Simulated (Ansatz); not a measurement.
Consider the cleavage of the Si–Si bond: `C[Si@H](O)[Si@H](O)F` + HI → `C[SiH](O)I` + `O[SiH2]F`.

Calculated with Ansatz (gas phase, PBE0-D4/def2-TZVP geometries, no zero-point term in ΔE). CBS: MP2 limit from def2 TZ/QZ plus the TZ coupled-cluster correction, frozen cores. def2 core potentials past Kr. For I outer-core shells are correlated without core-valence functions, which leaves a few kJ/mol of doubt a bond. Each species was taken in one conformer, which may not be the lowest.

| species | MP2/def2-TZVPP energy (Eh) |
| --- | --- |
| `C[Si@H](O)[Si@H](O)F` | -870.45797 |
| HI | -297.74990 |
| `C[SiH](O)I` | -702.44627 |
| `O[SiH2]F` | -465.81088 |

(1) Work out ΔE.

Largest T1 diagnostic among the species: 0.012.

Results:

(1) ΔE = (-702.44627) + (-465.81088) − (-870.45797) − (-297.74990) = -0.04928 Eh = -129.4 kJ/mol. CCSD(T)/CBS gives -120.3 kJ/mol.

From PBE to PBE0 (25 % exact exchange), in def2-TZVPP and without D4, ΔE moves by −7.6 kJ/mol.
